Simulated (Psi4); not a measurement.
Pair of molecules: HF (SMILES F) (first 2 atoms) with HBr (SMILES Br); geometry from B3LYP-D3(BJ)/def2-TZVP.
(charge 0, multiplicity 1):
```xyz
4

F     -0.3622     0.1354     0.3694
H     -0.2203    -0.7743     0.2652
Br    -0.0421     0.9218     3.7399
H     -0.2140     0.8103     2.3247
```

Calculation: SAPT0/aug-cc-pVDZ run with Psi4.

Which attractive term is largest, and how does the interaction split up?

electrostatics -4.22, exchange 4.15, induction -1.16, dispersion -1.36, total -2.59 kcal/mol; the largest attraction is electrostatics.
